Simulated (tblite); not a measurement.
Compound: C9H11P.
Structure used (GFN2-xTB), in Å, numbered top down from 1:
```xyz
21
C9H11P angstrom
C     -3.060   -0.300    0.065
C     -2.586    0.961    0.381
C     -1.224    1.210    0.384
C     -0.317    0.205    0.071
C      1.157    0.483    0.075
C      1.913    0.167   -1.232
P      3.407   -0.464   -0.289
C      2.018   -0.428    0.973
C     -0.806   -1.058   -0.246
C     -2.166   -1.309   -0.249
H     -4.122   -0.495    0.062
H     -3.277    1.754    0.627
H     -0.861    2.198    0.632
H      1.325    1.528    0.350
H      1.447   -0.646   -1.788
H      2.078    1.003   -1.910
H      3.866    0.824    0.037
H      2.263   -0.042    1.961
H      1.584   -1.422    1.084
H     -0.119   -1.855   -0.493
H     -2.529   -2.296   -0.497
```

Calculated harmonic vibrations of the isolated species, GFN2-xTB (tblite), most abundant isotopes, no scaling. Against measured fundamentals such values can be off by several per cent, at times by over 20. Modes of hydrogen on phosphorus can be 10 to 20 % off. One conformer, not necessarily the lowest.

Harmonic wavenumbers (cm⁻¹): 54.7, 71.7, 117.2, 240.4, 290.4, 308.7, 373.8, 505.8, 519.4, 568.4, 591.2, 657.8, 677.9, 720.1, 724.2, 760.3, 763.5, 826.9, 877.5, 881.1, 903.2, 930.3, 933.8, 962.4, 979.3, 1005.7, 1008.7, 1061.4, 1088.1, 1111.0, 1146.8, 1164.2, 1165.8, 1183.2, 1202.5, 1222.2, 1257.1, 1281.2, 1313.1, 1340.8, 1440.2, 1446.1, 1452.1, 1482.0, 1591.9, 1605.4, 2223.4, 2941.4, 2979.3, 2984.8, 2994.8, 2996.6, 3064.8, 3067.5, 3075.4, 3080.8, 3091.1.

A = 3500, B = 598.6, C = 561.0 MHz; mass 150.060 u (most abundant isotopes); point group Cs, symmetry number 1.

Problem. What is the zero-point energy?

Solution. ½Σν̃ = 37155 cm⁻¹ = 106.23 kcal/mol.

Problem. What is S at 350 K and 1 bar for an ideal gas of classical rigid rotors and harmonic oscillators?

Solution. Translation 41.75, rotation 30.47, vibration 28.79: S = 101.0 cal/(mol K).

Problem. And Cp and H(350 K) − H(0)?

Solution. Cp = 44.57 cal/(mol K), of which vibrations give 36.62 (their classical limit is 57 R = 113.3); H(350 K) − H(0) = 8.37 kcal/mol without the zero-point energy, 5.59 from vibrations.

Problem. Blend soft modes into free rotors: weight 1/[1 + (100 cm⁻¹/ν̃)⁴] for the oscillator and the rest for a rotor with moment μB/(μ + B), μ = h/(8π²ν), B = 10⁻⁴⁴ kg m². What vibrational entropy results?

Solution. 26.51 cal/(mol K) in place of 28.79, which changes −T·S at 350 K by +0.80 kcal/mol.

Problem. What must be added to the electronic energy to get the Gibbs energy at 350 K and 1 bar?

Solution. ZPE + [H(350 K) − H(0)] − T·S = 106.23 + 8.37 − 35.36 = 79.24 kcal/mol.

Problem. Which modes carry the vibrational entropy at 350 K?

Solution. 54.7 cm⁻¹: 4.96; 71.7 cm⁻¹: 4.42; 117.2 cm⁻¹: 3.46; 240.4 cm⁻¹: 2.09; 290.4 cm⁻¹: 1.75; 308.7 cm⁻¹: 1.64 cal/(mol K); the other 51 give 10.48 together.

Hindered rotation and anharmonicity are outside this model. Other conformers, if any are populated, would add a mixing term that is left out.
